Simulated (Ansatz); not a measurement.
System: C₃H (charge +1, singlet). It need not be the lowest isomer of its formula. 
Geometry from a B3LYP-D3(BJ)/def2-TZVP (Ansatz, a first-principles code) optimisation:
SMILES: [C][C][CH+]
```xyz
4

H      0.0000     0.0000    -2.2223
C      0.0000     0.0000    -1.1414
C      0.0000     0.0000     0.0871
C      0.0000     0.0000     1.4247
```
Charge +1, spin multiplicity 1.

Basis-set convergence of Hartree-Fock and CCSD correlation energies (hartree) with Ansatz. Valence correlation only, unless marked. No spin-orbit coupling. Non-relativistic.

The Hartree-Fock reference is unstable (checked in the largest basis), which strains HF and MP2. 

```tsv
basis	functions	E(HF)	E(corr, CCSD)
cc-pVDZ	47	-113.66028	-0.35226
cc-pVTZ	104	-113.68733	-0.41128
cc-pVQZ	195	-113.69373	-0.43018
```

Extrapolating the two largest sets (X = 3 and 4) as X^-3: E(corr) = (64·(-0.43018) - 27·(-0.41128))/37 = -0.4440 Eh, an estimate of the basis-set limit. The largest set recovers 96.9 % of it, the smallest 79.3 %.
